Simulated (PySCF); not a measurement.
Lewis adduct: CH5Al (SMILES [CH3][AlH2]) (first 7 atoms) with H2O (SMILES O); geometry from B3LYP-D3(BJ)/def2-TZVP.
(charge 0, multiplicity 1):
```
atom    x (Å)    y (Å)    z (Å)
----  -------  -------  -------
C     -0.1778   0.9168  -0.6125
Al    -0.3298  -0.3736   0.8603
H      0.8623   1.0922  -0.9021
H     -0.6980   0.5558  -1.5058
H     -0.6195   1.8852  -0.3600
H      0.5849  -1.6861   0.8291
H     -1.7143  -0.4692   1.6567
O      0.6961   0.5133   2.4045
H      1.4304  -0.0436   2.6950
H      0.1181   0.6562   3.1656
```

Counterpoise-corrected where a basis set is named; no monomer relaxation. Rows marked so take none.

Rows in 3-21G, 6-31G* carry no dispersion term and start afresh at each structure (6-31G* with six Cartesian d functions).

Programs: PySCF for 3-21G rows, 6-31G* rows. Values without a source in brackets are computed.

Question: One of these levels gives -25.28 kcal/mol for the interaction energy. Name it.
(A) B3LYP/6-31G* (no counterpoise)
(B) HF/3-21G (no counterpoise)
(C) HF/6-31G*

Answer: A, B3LYP/6-31G* (no counterpoise). The others give -36.91 (HF/3-21G (no counterpoise)), -20.18 (HF/6-31G*)
